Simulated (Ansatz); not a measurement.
Relaxation of Be₅⁻ with UKS PBE0/def2-TZVPD.

```sh
$ ansatz run in.yaml --threads 4 --pin off --events-out ev --progress --plain --max-ram 3916MiB
```

```yaml
crystal:
  periodic: [false, false, false]
  atoms:
    - {symbol: Be, position_ang: [1.049400, -1.541100, -0.428900]}
    - {symbol: Be, position_ang: [1.874600, 0.439300, 0.130000]}
    - {symbol: Be, position_ang: [-0.116100, -1.511700, 1.376100]}
    - {symbol: Be, position_ang: [0.000000, 0.000000, 0.000000]}
    - {symbol: Be, position_ang: [1.591800, -0.979400, 1.368100]}
basis:
  gaussian: {orbitals: def2-TZVPD}
total_charge: -1
magnetization: {spin_polarized: true, initial_magnetization: 1}
hamiltonian: {xc: pbe0}
scf: {lower_state_search: "off"}
output: {orbitals: {seedname: orbitals}}
relax: {f_tol: 0.02, max_steps: 100}
```

It took 6.5 s on 4 threads of Arm Neoverse V1 on a shared host.

Positions (Å) and forces (eV/Å) at steps 1, 2, 3, 4, 6 of 6:

```xyz
5
step=1 energy=-1998.9995 eV
Be    1.049   -1.541   -0.429    0.262   -0.291   -0.122
Be    1.875    0.439    0.130    0.501    0.157   -0.708
Be   -0.116   -1.512    1.376   -1.758   -0.514   -0.647
Be    0.000    0.000    0.000   -0.903    0.293    0.527
Be    1.592   -0.979    1.368    1.899    0.355    0.950
5
step=2 energy=-1999.3315 eV
Be    1.075   -1.522   -0.396    0.127   -0.088   -0.105
Be    1.910    0.408    0.036    0.137   -0.027   -0.363
Be   -0.170   -1.565    1.299   -0.664   -0.303   -0.269
Be   -0.037    0.029    0.079   -0.247    0.179    0.265
Be    1.623   -0.942    1.428    0.648    0.239    0.473
5
step=3 energy=-1999.3925 eV
Be    1.088   -1.504   -0.380   -0.087    0.100   -0.044
Be    1.988    0.346   -0.123    0.019    0.086    0.082
Be   -0.215   -1.718    1.207   -0.167    0.009    0.091
Be    0.017    0.070    0.267   -0.219   -0.047   -0.360
Be    1.522   -0.786    1.476    0.454   -0.148    0.231
5
step=4 energy=-1999.4330 eV
Be    1.084   -1.500   -0.383    0.057   -0.048    0.000
Be    1.964    0.375   -0.076   -0.021   -0.031   -0.006
Be   -0.227   -1.668    1.236    0.003    0.001   -0.024
Be   -0.015    0.049    0.190   -0.055    0.078    0.028
Be    1.593   -0.848    1.478    0.016    0.000    0.003
5
step=6 energy=-1999.4346 eV
Be    1.097   -1.507   -0.377    0.011   -0.004    0.015
Be    1.954    0.372   -0.078    0.001    0.012   -0.009
Be   -0.228   -1.662    1.229   -0.013    0.001   -0.003
Be   -0.022    0.060    0.194    0.003   -0.002    0.010
Be    1.599   -0.855    1.477   -0.002   -0.007   -0.014
```

The relaxation made no stability test and no search for a lower SCF solution. The structure comes from a short search, and lower isomers may exist.
